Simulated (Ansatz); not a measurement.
The Al1–Br4 bond of AlBrFH (SMILES [F][AlH][Br]) is stretched (multiplicity 1, the rest rigid).
Geometry at rest (charge 0, multiplicity 1):
```csv
atom,x (Å),y (Å),z (Å)
Al,0.1426,-1.0219,0.6860
H,-0.7458,-2.2864,0.8733
F,1.5677,-0.9021,1.5014
Br,-0.4348,0.6768,-0.6658
```

Frozen-core correlation. Filled d and f shells under p-block atoms count as core.

Programs: Ansatz (a first-principles code). Values without a source in brackets are computed.

FIC-MRCISD+Q on CASSCF(6,4)/def2-TZVPP, total energies (hartree):

```
R (Å)        CASSCF        MRCISD  weight c² of the reference
-----  ------------  ------------  --------------------------
2.246  -2914.567474  -2915.014245                     0.89461
3.931  -2914.439502  -2914.875435                     0.89531
7.189  -2914.419703  -2914.850862                     0.89734
```

Question: Add the Davidson correction (E_MRCISD − E_CASSCF)(1 − c²)/c² and give the energies above the first point at the three levels.

Answer: 
Corrections (hartree): -0.052634, -0.050974, -0.049328. Above the first point (kcal/mol):
- R = 3.931 Å: CASSCF 80.3, MRCISD 87.1, with the correction 88.1
- R = 7.189 Å: CASSCF 92.7, MRCISD 102.5, with the correction 104.6

Doubts at one or more of the structures used: active orbitals that take no part (FIC-MRCISD+Q on CASSCF(6,4)/def2-TZVPP).
